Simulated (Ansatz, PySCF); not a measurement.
This PySCF input computes a PBE/def2-TZVPD energy:

```python
from pyscf import gto, scf, dft

mol = gto.M(
    atom='''
    B     0.00294040   -0.00133337    0.00410137
    C     1.53003665   -0.27155343   -0.24603334
    C    -0.53645449    1.47330395    0.06421031
    C    -0.99216009   -1.20294843    0.18365569
    H     1.77655645    0.06856507   -1.26107031
    H     1.83648543   -1.31597171   -0.16580652
    H     2.15891229    0.33393360    0.41465664
    H     0.23012744    2.24974902    0.08548387
    H    -1.20888253    1.61864053    0.91625848
    H    -1.16218604    1.64687369   -0.82143973
    H    -2.05041905   -0.94231810    0.12205085
    H    -0.78433510   -2.02503083   -0.50759852
    H    -0.81949333   -1.62058683    1.18596252
    ''',
    basis='def2-tzvpd',
    charge=0,
    spin=0,
    verbose=4,
)

mf = dft.RKS(mol, xc='pbe').density_fit(auxbasis='def2-universal-jkfit')
mf.grids.level = 3
mf.conv_tol = 1e-9
mf.max_cycle = 100
mf.max_memory = 1500
mf.kernel()
if not mf.converged:
    mf = mf.newton()
    mf.kernel(mf.make_rdm1())
mf.analyze()
```

**Question.** Write an input for the same energy in Ansatz (a quantum-chemistry and plane-wave program) and say what it gives.

**Answer.** 
Ansatz 0.2 input:
```yaml
crystal:
  periodic: [false, false, false]
  atoms:
    - {symbol: B, position_ang: [0.00294040, -0.00133337, 0.00410137]}
    - {symbol: C, position_ang: [1.53003665, -0.27155343, -0.24603334]}
    - {symbol: C, position_ang: [-0.53645449, 1.47330395, 0.06421031]}
    - {symbol: C, position_ang: [-0.99216009, -1.20294843, 0.18365569]}
    - {symbol: H, position_ang: [1.77655645, 0.06856507, -1.26107031]}
    - {symbol: H, position_ang: [1.83648543, -1.31597171, -0.16580652]}
    - {symbol: H, position_ang: [2.15891229, 0.33393360, 0.41465664]}
    - {symbol: H, position_ang: [0.23012744, 2.24974902, 0.08548387]}
    - {symbol: H, position_ang: [-1.20888253, 1.61864053, 0.91625848]}
    - {symbol: H, position_ang: [-1.16218604, 1.64687369, -0.82143973]}
    - {symbol: H, position_ang: [-2.05041905, -0.94231810, 0.12205085]}
    - {symbol: H, position_ang: [-0.78433510, -2.02503083, -0.50759852]}
    - {symbol: H, position_ang: [-0.81949333, -1.62058683, 1.18596252]}
basis:
  gaussian:
    orbitals: def2-TZVPD
hamiltonian:
  xc: {name: PBE}
output: {forces: true}
```
It gives -144.42813 Eh, and PySCF -144.42826 Eh, a difference of 0.13 mEh, from the treatment of integrals and grids.
